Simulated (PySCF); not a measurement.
Worked example: chemical shift, span and skew from a shielding tensor

C3F7, SMILES F[C](F)C(F)(F)C(F)(F)F (connectivity only; charge and spin as stated), charge +1, multiplicity 1. Atoms are numbered in the order given.

```xyz
10

F     -0.4938    -1.9425     1.0572
C     -0.1428    -1.4036     0.0000
F     -0.4938    -1.9425    -1.0572
C      0.6712    -0.0743     0.0000
F      1.4057    -0.0657     1.0987
F      1.4057    -0.0657    -1.0987
C     -0.3614     1.1270     0.0000
F      0.2953     2.2524     0.0000
F     -1.1152     0.9990     1.0857
F     -1.1152     0.9990    -1.0857
```
Charge +1, spin multiplicity 1.

The structure is a stationary point at B3LYP-D3(BJ)/def2-SVP. The geometry has at least one imaginary mode, so it is a saddle point at that level. The spin state was assumed, not searched. The isomer is the one that the SMILES or the coordinates give; other isomers of the formula were not compared. One conformer was computed; it need not be the lowest.

GIAO shieldings from PBE0/pcSseg-1 run with PySCF, non-relativistic, no solvent. The symmetric part of the tensor of C7 has the principal values 43.1, 65.8, 72.4 ppm. The same nucleus in TMS has σ = 186.3 ppm at this level (PySCF, at its B3LYP-D3(BJ)/def2-TZVP geometry).

### Question
Work out the isotropic shielding, the ¹³C shift against TMS, the span and the skew.

### Answer

σ(iso) = (σ11 + σ22 + σ33)/3 = 60.4 ppm. δ = σ(ref) − σ(iso) = 186.3 − (60.4) = 125.9 ppm.
Span Ω = σ33 − σ11 = 29.3 ppm. Skew κ = 3(σ(iso) − σ22)/Ω = -0.55. Tumbling in solution averages the tensor to δ; in a static solid the shielding alone would spread this spin-1/2 line over Ω.
